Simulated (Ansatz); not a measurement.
# Nudged elastic band run: C3H11ClSi2

The input (input.yaml):

```yaml
crystal:
  periodic: [false, false, false]
  atoms:
    - { symbol: C, position_ang: [0.396013, -0.388805, 1.596042] }
    - { symbol: C, position_ang: [0.700039, -0.005613, 0.121349] }
    - { symbol: Si, position_ang: [1.878775, -1.249714, -0.657484] }
    - { symbol: Si, position_ang: [-0.914054, 0.19849, -0.814505] }
    - { symbol: C, position_ang: [-1.999171, 1.547911, -0.119088] }
    - { symbol: Cl, position_ang: [-0.48753, 0.699878, -2.817091] }
    - { symbol: H, position_ang: [1.324391, -0.471435, 2.177694] }
    - { symbol: H, position_ang: [-0.122054, -1.355614, 1.662395] }
    - { symbol: H, position_ang: [-0.234987, 0.363099, 2.090148] }
    - { symbol: H, position_ang: [1.20291, 0.970448, 0.129362] }
    - { symbol: H, position_ang: [2.298353, -0.808437, -1.965348] }
    - { symbol: H, position_ang: [1.224144, -2.531195, -0.773177] }
    - { symbol: H, position_ang: [3.03797, -1.39509, 0.190979] }
    - { symbol: H, position_ang: [-1.637141, -1.054193, -0.867111] }
    - { symbol: H, position_ang: [-2.897598, 1.678764, -0.729743] }
    - { symbol: H, position_ang: [-2.316853, 1.295207, 0.897903] }
    - { symbol: H, position_ang: [-1.472309, 2.5059, -0.082126] }
basis:
  gaussian: { orbitals: STO-3G }
hamiltonian:
  xc: pbe0
neb:
  order_check: false
  images: 7
  f_tol: 0.2
  max_iterations: 24
  initial_path: idpp
  final_atoms:
    - { symbol: C, position_ang: [0.41973474, -1.29658728, 1.62757725] }
    - { symbol: C, position_ang: [0.44177235, -0.10638604, 0.63247437] }
    - { symbol: Si, position_ang: [1.76893436, -0.35618991, -0.67859321] }
    - { symbol: Si, position_ang: [-1.27718427, 0.21559432, -0.04843429] }
    - { symbol: C, position_ang: [-1.37960742, 1.74658461, -1.11010539] }
    - { symbol: Cl, position_ang: [-1.85370138, -1.43318428, -1.22777992] }
    - { symbol: H, position_ang: [1.40968811, -1.45574674, 2.07672212] }
    - { symbol: H, position_ang: [0.12747836, -2.22774265, 1.12304392] }
    - { symbol: H, position_ang: [-0.29241838, -1.12335131, 2.44646784] }
    - { symbol: H, position_ang: [0.70871032, 0.79751593, 1.19920985] }
    - { symbol: H, position_ang: [1.78236381, 0.76257884, -1.59040687] }
    - { symbol: H, position_ang: [1.52262384, -1.56841438, -1.41970025] }
    - { symbol: H, position_ang: [3.05791148, -0.44822179, -0.03594476] }
    - { symbol: H, position_ang: [-2.24630821, 0.28107064, 1.02524925] }
    - { symbol: H, position_ang: [-2.39418642, 1.88745221, -1.493947] }
    - { symbol: H, position_ang: [-1.11597983, 2.63138352, -0.52143592] }
    - { symbol: H, position_ang: [-0.69893347, 1.69324532, -1.96419798] }
```

Command:

```bash
$ ansatz run input.yaml --threads 1 --pin off --max-ram 2048MiB --backend cpu --events-out ev --progress --plain --runs-dir out
```

Output, in part (warnings, iteration lines, the closing report on the highest movable image, with atoms numbered from 0):

```
NEB end point (image 0): max|allowed force component| = 1.108e-2 eV/Å (the criterion of neb.relax_end_points is 4.000e-2)
NEB end point (image 8): max|allowed force component| = 1.005e-2 eV/Å (the criterion of neb.relax_end_points is 4.000e-2)
NEB iter   1: max|band force component| = 1.521e0 eV/Å  barrier→ = 0.3479 eV  barrier← = 0.3508 eV  Δτ_max = 0.2000 Å  (182 SCF iters)
NEB iter   2: max|band force component| = 4.632e-1 eV/Å  barrier→ = 0.0897 eV  barrier← = 0.0926 eV  CI = image 4  Δτ_max = 0.0742 Å  (165 SCF iters)
NEB iter   3: max|band force component| = 1.083e-1 eV/Å  barrier→ = 0.0506 eV  barrier← = 0.0535 eV  CI = image 4  Δτ_max = 0.0000 Å  (317 SCF iters)
Total energy: -31200.13796008 eV, -1146.5839218199 hartree
Atom 0 at     0.255153    -0.931062     1.698588 Å, force     0.037020     0.028073    -0.022606 eV/Å
Atom 1 at     0.505587    -0.099523     0.408707 Å, force     0.064699    -0.033656     0.050182 eV/Å
Atom 2 at     1.951579    -0.816406    -0.568293 Å, force    -0.059121     0.017543     0.027243 eV/Å
Atom 3 at    -1.100432     0.100182    -0.550751 Å, force    -0.102091    -0.015863    -0.106888 eV/Å
Atom 4 at    -1.659458     1.877514    -0.694370 Å, force     0.042750    -0.069072     0.010855 eV/Å
Atom 5 at    -0.879797    -0.627112    -2.523539 Å, force     0.014504     0.028157     0.067017 eV/Å
Atom 6 at     1.164045    -0.983710     2.314230 Å, force     0.000116     0.007325    -0.011659 eV/Å
Atom 7 at    -0.043113    -1.960896     1.460625 Å, force    -0.012403    -0.002517    -0.003644 eV/Å
Atom 8 at    -0.536982    -0.490030     2.319671 Å, force    -0.007271    -0.005666    -0.000975 eV/Å
Atom 9 at     0.803516     0.909538     0.725084 Å, force     0.007838    -0.001063    -0.008989 eV/Å
Atom 10 at     2.292786     0.049731    -1.669944 Å, force    -0.003020    -0.002475    -0.006535 eV/Å
Atom 11 at     1.623626    -2.132902    -1.055546 Å, force     0.014190    -0.011776    -0.000985 eV/Å
Atom 12 at     3.089992    -0.919072     0.313986 Å, force    -0.006147     0.012782     0.003723 eV/Å
Atom 13 at    -2.147789    -0.715974     0.028378 Å, force     0.019693     0.029173    -0.006944 eV/Å
Atom 14 at    -2.578422     1.944568    -1.283239 Å, force    -0.019638     0.019514    -0.002358 eV/Å
Atom 15 at    -1.858903     2.297420     0.296898 Å, force     0.003631    -0.003044     0.005521 eV/Å
Atom 16 at    -0.900491     2.497336    -1.180286 Å, force     0.005249     0.002564     0.007044 eV/Å
Dipole moment:     0.008126     0.273006     0.604782 e Å
```

The forces met the threshold. The threshold of 0.2 eV/Å is loose, so the images may lie well off the minimum-energy path. Another band between the same ends (7 images) ends at a top of the same energy, where a vibrational analysis finds no clearly imaginary modes. Limits of this set-up: minimal basis.

Final band (atoms are numbered from 1 in the order of the input):

```json
{"image": "0", "path coordinate (Å)": "0.00", "energy (kJ/mol)": "0.0", "dihedral Si3–C2–Si4–Cl6 (°)": "-55"}
{"image": "1", "path coordinate (Å)": "0.85", "energy (kJ/mol)": "0.7", "dihedral Si3–C2–Si4–Cl6 (°)": "-41"}
{"image": "2", "path coordinate (Å)": "1.70", "energy (kJ/mol)": "2.3", "dihedral Si3–C2–Si4–Cl6 (°)": "-27"}
{"image": "3", "path coordinate (Å)": "2.55", "energy (kJ/mol)": "4.0", "dihedral Si3–C2–Si4–Cl6 (°)": "-13"}
{"image": "4", "path coordinate (Å)": "3.40", "energy (kJ/mol)": "4.9", "dihedral Si3–C2–Si4–Cl6 (°)": "2"}
{"image": "5", "path coordinate (Å)": "4.24", "energy (kJ/mol)": "4.5", "dihedral Si3–C2–Si4–Cl6 (°)": "17"}
{"image": "6", "path coordinate (Å)": "5.08", "energy (kJ/mol)": "2.9", "dihedral Si3–C2–Si4–Cl6 (°)": "32"}
{"image": "7", "path coordinate (Å)": "5.92", "energy (kJ/mol)": "0.8", "dihedral Si3–C2–Si4–Cl6 (°)": "46"}
{"image": "8", "path coordinate (Å)": "6.76", "energy (kJ/mol)": "-0.3", "dihedral Si3–C2–Si4–Cl6 (°)": "60"}
```

The run took 2.3 min on 1 thread of Arm Neoverse V2, with other jobs on the host, peak memory 0.15 GiB.
